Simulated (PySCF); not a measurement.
**Computed data sheet: `[SiH2]([SiH3])/C([S@](=O)C)=C\CC`**

Compound: C5H14OSSi2.
Cartesian coordinates in Å at the GFN2-xTB level; atoms count from 1:
```xyz
23
C5H14OSSi2 angstrom
C      3.3549   -0.1446    0.6670
C      2.0570   -0.9447    0.7783
C      0.8955   -0.0392    1.0254
C     -0.2016    0.0635    0.2886
Si    -0.8924   -0.9212   -1.1772
Si    -3.0504   -1.5805   -0.6900
S     -1.4047    1.2936    0.8548
C     -0.8110    2.6249   -0.2771
O     -2.6939    0.8483    0.2857
H      3.5372    0.4218    1.5783
H      3.2976    0.5522   -0.1662
H      4.1976   -0.8113    0.5014
H      1.8965   -1.5208   -0.1313
H      2.1409   -1.6416    1.6175
H      1.0126    0.6060    1.8935
H     -0.7308    0.0110   -2.3108
H      0.0905   -1.9814   -1.4418
H     -3.2791   -1.7581    0.7435
H     -4.0755   -0.7478   -1.3066
H     -3.2313   -2.9277   -1.2751
H      0.2238    2.8379   -0.0354
H     -0.9084    2.2854   -1.3014
H     -1.4296    3.5011   -0.1110
```

Some functional groups and rings: C=C double bond, sulfoxide, Si–H bond and C–Si bond.

GFN2-xTB geometry:

```yaml
Point_group_of_the_GFN2-xTB_geometry: C1
Rotational_constants_A_B_C_of_the_GFN2-xTB_geometry: 1.276, 0.663, 0.498 GHz
```

From PBE0/pcSseg-1 ground state and GIAO shieldings, non-relativistic (PySCF):

```yaml
Dipole_moment: 4.63 D
HOMO_energy: -6.87 eV
LUMO_energy: -0.88 eV
HOMO–LUMO_gap: 5.99 eV
Lowest_Hirshfeld_atomic_charge: -0.31 e on O9
Highest_Hirshfeld_atomic_charge: +0.34 e on S7
13C_chemical_shifts_computed_TMS_as_zero_by_class: 162.0 (C4), 155.5 (C3), 49.9 (C8), 32.7 (C2), 15.6 (C1) ppm
1H_chemical_shifts_computed_TMS_as_zero_by_class: 6.63 (H15), 4.38 (H16), 4.06 (H17), 3.71 (H18/H19/H20), 2.66 (H13), 2.35 (H21/H22/H23), 2.35 (H14), 1.08 (H10/H11/H12) ppm
Isotropic_shieldings_of_nuclei_other_than_C_and_H_by_class: 265 (O9), 456 (Si5), 467 (Si6), 172 (S7) ppm
Mayer_bond_orders_between_heavy_atoms: C1–C2 1.04, C2–C3 1.03, C3–C4 1.84, C4–Si5 0.78, Si5–Si6 0.90, C4–S7 0.92, S7–C8 0.89, S7–O9 1.43
```

Monoisotopic mass (most abundant isotopes): 178.0304 u.

The rotational constants make it an asymmetric top with κ = (2B − A − C)/(A − C) = -0.58, nearer the prolate limit (−1). With B = h/(8π²I), that is 505.379 GHz u Å² over I, the principal moments of inertia are 396.1, 762.3 and 1014.8 u Å² (most abundant isotopes); the inertial defect Ic − Ia − Ib is -143.6 u Å² (zero for a rigid planar frame, negative otherwise). A dipole of 4.63 D is allowed in C1, and pure rotational transitions are dipole-allowed. In atomic units the dipole is 1.82 e·bohr (1 au = 2.5417 D).

One conformer (not necessarily the lowest) at the GFN2-xTB geometry, without solvent or vibrations. NMR classes are plain means over equivalent atoms (diastereotopic ones count apart unless rotation or inversion swaps them), as if these changed places fast; in this geometry the members of some classes differ.
